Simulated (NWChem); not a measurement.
System: MgSiH₃Cl; SMILES [Cl][Mg][SiH3]

NWChem input:

```
start job
memory heap 200 mb stack 900 mb global 1100 mb
geometry units angstroms noautoz
  Mg    -0.050464    -0.307855     0.000077
  Cl    -0.397051    -2.491691    -0.000383
  Si     0.349478     2.224272     0.000583
  H     -0.929248     2.995617    -0.145894
  H      1.245351     2.654409    -1.123648
  H      0.994478     2.693393     1.271557
end
basis spherical
  Mg library 6-31g*
  Cl library 6-31g*
  Si library 6-31g*
  H library 6-31g*
end
dft
  xc xpbe96 cpbe96
  iterations 150
  mulliken
end
task dft energy
```

Output (shortened):

```
             Northwest Computational Chemistry Package (NWChem) 7.3.0
             --------------------------------------------------------

 C3  symmetry detected

                             Geometry "geometry" -> ""
                             -------------------------

 Output coordinates in angstroms (scale by  1.889725989 to convert to a.u.)

  No.       Tag          Charge          X              Y              Z
 ---- ---------------- ---------- -------------- -------------- --------------
    1 Mg                  12.0000     0.00000000     0.00000000     0.16697802
    2 Cl                  17.0000    -0.00000000     0.00000000     2.37814550
    3 Si                  14.0000    -0.00000000     0.00000000    -2.39653915
    4 H                    1.0000    -1.36613830     0.25969645    -2.96022054
    5 H                    1.0000     0.45816543    -1.31295870    -2.96022054
    6 H                    1.0000     0.90797287     1.05326225    -2.96022054

 Effective nuclear repulsion energy (a.u.)     135.8080641868

      Symmetry information
      --------------------

 Group name             C3
 Group number              5
 Group order               3
 No. of unique centers     4

  pbe96 is a nonlocal functional; adding pw91lda local functional.

                                 NWChem DFT Module
                                 -----------------

 Summary of "ao basis" -> "ao basis" (spherical)
 ------------------------------------------------------------------------------
       Tag                 Description            Shells   Functions and Types
 ---------------- ------------------------------  ------  ---------------------
 Mg                          6-31g*                  8       18   4s3p1d
 Cl                          6-31g*                  8       18   4s3p1d
 Si                          6-31g*                  8       18   4s3p1d
 H                           6-31g*                  2        2   2s

      Symmetry analysis of basis
      --------------------------

        a          26
        e+         17
        e-         17

  Rotation of axis

            General Information
            -------------------
          SCF calculation type: DFT
          Wavefunction type:  closed shell.
          No. of atoms     :     6
          No. of electrons :    46
           Alpha electrons :    23
            Beta electrons :    23
          Charge           :     0
          Spin multiplicity:     1
          Use of symmetry is: on ; symmetry adaption is: on
          Maximum number of iterations: 150
          AO basis - number of functions:    60
                     number of shells:    30
          Convergence on energy requested:  1.00D-06
          Convergence on density requested:  1.00D-05
          Convergence on gradient requested:  5.00D-04

              XC Information
              --------------
          PerdewBurkeErnzerhof Exchange Functional  1.000
            Perdew 1991 LDA Correlation Functional  1.000 local
           PerdewBurkeErnz. Correlation Functional  1.000 non-local

             Grid Information
             ----------------
          Grid used for XC integration:  medium
          Radial quadrature: Mura-Knowles
          Angular quadrature: Lebedev.
          Tag              B.-S. Rad. Rad. Pts. Rad. Cut. Ang. Pts.
          ---              ---------- --------- --------- ---------
          Mg                  1.50       88          10.0       590
          Cl                  1.00       88          13.0       590
          Si                  1.10       88          12.0       590
          H                   0.35       45          13.0       434
          Grid pruning is: on
          Number of quadrature shells:   309
          Spatial weights used:  Erf1

      Superposition of Atomic Density Guess
      -------------------------------------

 Sum of atomic energies:        -949.35780715

      Non-variational initial energy
      ------------------------------

 Total energy =    -949.749668
 1-e energy   =   -1587.084725
 2-e energy   =     501.526993
 HOMO         =      -0.300089
 LUMO         =      -0.028531

      Symmetry analysis of molecular orbitals - initial
      -------------------------------------------------

  Numbering of irreducible representations:

     1 a           2 e+          3 e-

  Orbital symmetries:

     1 a           2 a           3 a           4 a           5 a
     6 e+          7 e+          8 a           9 e+         10 e+
    11 a          12 a          13 a          14 e+         15 e+
    16 a          17 a          18 a          19 e+         20 e+
    21 e+         22 e+         23 a          24 a          25 e+
    26 e+         27 a          28 e+         29 e+         30 a
    31 a          32 e+         33 e+

     ---------------------------------------------
      Total Density - Mulliken Population Analysis
     ---------------------------------------------

    Atom       Charge   Shell Charges
 -----------   ------   -------------------------------------------------------
    1 Mg  12    11.31   2.00  2.00  5.97  0.64  0.29  0.32 -0.00  0.08
    2 Cl  17    17.61   2.00  2.00  5.98  1.39  3.83  0.54  1.85  0.00
    3 Si  14    13.95   2.00  2.00  5.97  0.99  1.74  0.37  0.79  0.08
    4 H    1     1.05   0.46  0.58
    5 H    1     1.05   0.46  0.58
    6 H    1     1.05   0.46  0.58

   convergence    iter        energy       DeltaE   RMS-Dens  Diis-err
 ---------------- ----- ----------------- --------- --------- ---------
 d= 0,ls=0.0,diis     1   -951.0624509441 -1.09D+03  2.28D-02  2.99D-01
 d= 0,ls=0.0,diis     2   -950.9999959386  6.25D-02  1.57D-02  5.55D-01
 d= 0,ls=0.0,diis     3   -951.1066851003 -1.07D-01  3.01D-03  2.60D-02
 d= 0,ls=0.0,diis     4   -951.1108994194 -4.21D-03  1.12D-03  1.92D-03
 d= 0,ls=0.0,diis     5   -951.1113421707 -4.43D-04  2.63D-04  1.46D-04
  Resetting Diis
 d= 0,ls=0.0,diis     6   -951.1113733106 -3.11D-05  5.80D-05  7.48D-06
 d= 0,ls=0.0,diis     7   -951.1113745140 -1.20D-06  2.91D-05  4.09D-07
 d= 0,ls=0.0,diis     8   -951.1113744480  6.60D-08  1.66D-05  7.87D-07
 d= 0,ls=0.0,diis     9   -951.1113746067 -1.59D-07  2.29D-06  1.01D-08

         Total DFT energy =     -951.111374606732
      One electron energy =    -1589.261947496333
           Coulomb energy =      568.659022534882
    Exchange-Corr. energy =      -66.316513832090
 Nuclear repulsion energy =      135.808064186809

 Numeric. integr. density =       45.999999273763

                  Occupations of the irreducible representations
                  ----------------------------------------------

                     irrep           alpha         beta
                     --------     --------     --------
                     a                13.0         13.0
                     e+               10.0         10.0
                     e-                0.0          0.0

                       DFT Final Molecular Orbital Analysis
                       ------------------------------------

 Vector   21  Occ=2.000000D+00  E=-2.627800D-01  Symmetry=e+
              MO Center=  3.6D-05, -2.6D-04,  2.3D+00, r^2= 1.4D+00
   Bfn.  Coefficient  Atom+Function         Bfn.  Coefficient  Atom+Function
  ----- ------------  ---------------      ----- ------------  ---------------
    26      0.630192  2 Cl py                30      0.348768  2 Cl py
    25     -0.292046  2 Cl px                22     -0.249416  2 Cl py
    29     -0.161627  2 Cl px                21      0.115586  2 Cl px
     8      0.081348  1 Mg py                15      0.048643  1 Mg d -1
    12      0.041156  1 Mg py                 7     -0.037699  1 Mg px

 Vector   22  Occ=2.000000D+00  E=-2.627800D-01  Symmetry=e+
              MO Center= -3.6D-05,  2.6D-04,  2.3D+00, r^2= 1.4D+00
   Bfn.  Coefficient  Atom+Function         Bfn.  Coefficient  Atom+Function
  ----- ------------  ---------------      ----- ------------  ---------------
    25      0.630192  2 Cl px                29      0.348768  2 Cl px
    26      0.292046  2 Cl py                21     -0.249416  2 Cl px
    30      0.161627  2 Cl py                22     -0.115586  2 Cl py
     7      0.081348  1 Mg px                17     -0.048643  1 Mg d  1
    11      0.041156  1 Mg px                 8      0.037699  1 Mg py

 Vector   23  Occ=2.000000D+00  E=-2.385515D-01  Symmetry=a
              MO Center=  2.3D-16,  7.6D-16, -1.3D+00, r^2= 3.8D+00
   Bfn.  Coefficient  Atom+Function         Bfn.  Coefficient  Atom+Function
  ----- ------------  ---------------      ----- ------------  ---------------
    45      0.411102  3 Si pz                 6      0.282520  1 Mg s
     9     -0.253543  1 Mg pz                27      0.232929  2 Cl pz
    49      0.197801  3 Si pz                41     -0.168909  3 Si pz
     2     -0.122977  1 Mg s                  5      0.116883  1 Mg pz
    46      0.112470  3 Si s                 31      0.110514  2 Cl pz

 Vector   24  Occ=0.000000D+00  E=-6.987841D-02  Symmetry=a
              MO Center=  5.3D-15,  2.8D-15, -1.4D-01, r^2= 6.0D+00
   Bfn.  Coefficient  Atom+Function         Bfn.  Coefficient  Atom+Function
  ----- ------------  ---------------      ----- ------------  ---------------
    10      1.053669  1 Mg s                 46     -0.518456  3 Si s
    49     -0.404980  3 Si pz                 6      0.342236  1 Mg s
    42     -0.290492  3 Si s                 45     -0.251056  3 Si pz
    27      0.236594  2 Cl pz                28     -0.208002  2 Cl s
    31      0.205591  2 Cl pz                 2     -0.173468  1 Mg s

 Vector   25  Occ=0.000000D+00  E=-5.808615D-02  Symmetry=e+
              MO Center=  8.9D-03, -3.0D-02, -4.5D-01, r^2= 5.5D+00
   Bfn.  Coefficient  Atom+Function         Bfn.  Coefficient  Atom+Function
  ----- ------------  ---------------      ----- ------------  ---------------
    11      0.448141  1 Mg px                 7      0.438358  1 Mg px
    60     -0.342848  6 H  s                 56      0.333421  4 H  s
    47      0.288092  3 Si px                12      0.168623  1 Mg py
     8      0.164942  1 Mg py                25     -0.150299  2 Cl px
     3     -0.147568  1 Mg px                29     -0.145745  2 Cl px

 Vector   26  Occ=0.000000D+00  E=-5.808615D-02  Symmetry=e+
              MO Center= -8.9D-03,  3.0D-02, -4.5D-01, r^2= 5.5D+00
   Bfn.  Coefficient  Atom+Function         Bfn.  Coefficient  Atom+Function
  ----- ------------  ---------------      ----- ------------  ---------------
    12      0.448141  1 Mg py                 8      0.438358  1 Mg py
    58      0.390444  5 H  s                 48      0.288092  3 Si py
    56     -0.203386  4 H  s                 60     -0.187058  6 H  s
    11     -0.168623  1 Mg px                 7     -0.164942  1 Mg px
    26     -0.150299  2 Cl py                 4     -0.147568  1 Mg py

     ---------------------------------------------
      Total Density - Mulliken Population Analysis
     ---------------------------------------------

    Atom       Charge   Shell Charges
 -----------   ------   -------------------------------------------------------
    1 Mg  12    11.59   2.00  2.00  5.95  0.70  0.61  0.13  0.04  0.16
    2 Cl  17    17.27   2.00  2.00  5.97  1.40  3.61  0.52  1.76  0.00
    3 Si  14    14.08   2.00  2.00  5.96  1.02  1.98  0.36  0.68  0.09
    4 H    1     1.02   0.49  0.53
    5 H    1     1.02   0.49  0.53
    6 H    1     1.02   0.49  0.53

     -------------------------------------------
      Total Density - Lowdin Population Analysis
     -------------------------------------------

    Atom       Charge   Shell Charges
 -----------   ------   -------------------------------------------------------
    1 Mg  12    11.86   2.00  1.98  5.89  0.51  0.65  0.27  0.28  0.28
    2 Cl  17    17.10   2.00  2.00  5.91  1.14  3.33  0.62  2.10  0.01
    3 Si  14    14.06   2.00  1.98  5.89  0.72  1.79  0.41  1.16  0.11
    4 H    1     1.00   0.48  0.52
    5 H    1     1.00   0.48  0.52
    6 H    1     1.00   0.48  0.52

     Multipole analysis of the density
     ---------------------------------

     L   x y z        total         alpha         beta         nuclear
     -   - - -        -----         -----         ----         -------
     0   0 0 0     -0.000000    -23.000000    -23.000000     46.000000

     1   1 0 0     -0.000000     -0.000000     -0.000000      0.000000
     1   0 1 0     -0.000000      0.000000      0.000000     -0.000000
     1   0 0 1     -0.661865     -0.330933     -0.330933     -0.000000

     2   2 0 0    -27.634045    -18.996252    -18.996252     10.358458
     2   1 1 0      0.000000      0.000000      0.000000      0.000000
     2   1 0 1      0.000000      0.000000      0.000000      0.000000
     2   0 2 0    -27.634045    -18.996252    -18.996252     10.358458
     2   0 1 1     -0.000000     -0.000000     -0.000000      0.000000
     2   0 0 2    -39.178544   -382.365996   -382.365996    725.553447
```

Level: PBE/6-31G* (spherical d). Coordinates come from a PBE0/def2-SVP optimisation.
